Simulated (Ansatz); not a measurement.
C₃H₄ClI, SMILES `C/C(Cl)=C\I`, one more setting.

```yaml
crystal:
  periodic: [false, false, false]
  atoms:
    - {symbol: C, position_ang: [-0.177389, -0.723258, -0.903468]}
    - {symbol: C, position_ang: [0.368014, -0.153212, 0.351244]}
    - {symbol: Cl, position_ang: [1.582444, -1.144726, 1.106753]}
    - {symbol: C, position_ang: [0.060223, 0.984330, 0.958636]}
    - {symbol: I, position_ang: [-1.348247, 2.334795, 0.262954]}
    - {symbol: H, position_ang: [-0.932072, -0.065233, -1.332725]}
    - {symbol: H, position_ang: [0.625363, -0.868871, -1.630527]}
    - {symbol: H, position_ang: [-0.624442, -1.701300, -0.709074]}
    - {symbol: H, position_ang: [0.534506, 1.291174, 1.879308]}
basis:
  gaussian: {orbitals: x2c-TZVPPall}
hamiltonian: {xc: {name: B97M-V}}
output: {forces: true}
```

```sh
$ ansatz run in.yaml --threads 4 --pin off --events-out ev --progress --plain --max-ram 10444MiB
```

Shortened log:

```
Functional definition: B97M-V
1564 factors; their error is unknown
mean field evaluation 1: about -209319.3211 eV, gradient 7.4e1 eV
mean field evaluation 2: about -209284.9777 eV, gradient 1.3e2 eV
mean field evaluation 4: about -209332.7782 eV, gradient 1.2e1 eV
mean field evaluation 8: about -209333.0535 eV, gradient 3.4e-1 eV
mean field evaluation 16: about -209333.0257 eV, gradient 9.9e-3 eV
mean field -209333.02570549 eV, -7692.8468036557 hartree, gradient 6.8e-5 eV, S^2 0.000000; 0 other end points of the search recorded, 0 dependent functions left out
reference -209333.02575684 eV, -7692.8468055429 hartree; 46, 46 occupied and 205, 205 virtual orbitals, 1564 factors
Total energy: -209333.02575684 eV, -7692.8468055429 hartree
Relativity: scalar
Atom 0 at    -0.177389    -0.723258    -0.903468 Å, force    -0.002778    -0.018006    -0.019519 eV/Å
Atom 1 at     0.368014    -0.153212     0.351244 Å, force    -0.100987     0.046668    -0.094915 eV/Å
Atom 2 at     1.582444    -1.144726     1.106753 Å, force     0.041097    -0.055609     0.005333 eV/Å
Atom 3 at     0.060223     0.984330     0.958636 Å, force     0.135625    -0.007069     0.177878 eV/Å
Atom 4 at    -1.348247     2.334795     0.262954 Å, force    -0.087813     0.106116    -0.023630 eV/Å
Atom 5 at    -0.932072    -0.065233    -1.332725 Å, force     0.161409    -0.156454     0.077445 eV/Å
Atom 6 at     0.625363    -0.868871    -1.630527 Å, force    -0.165523     0.003958     0.129373 eV/Å
Atom 7 at    -0.624442    -1.701300    -0.709074 Å, force     0.094311     0.177468    -0.062273 eV/Å
Atom 8 at     0.534506     1.291174     1.879308 Å, force    -0.075342    -0.097072    -0.189693 eV/Å
Dipole moment:    -0.074746    -0.046920    -0.143887 e Å
```

Hardware: 4 threads of an Intel Xeon 6975P-C on a shared host. Wall time 6 s, peak host memory 0.49 GiB.
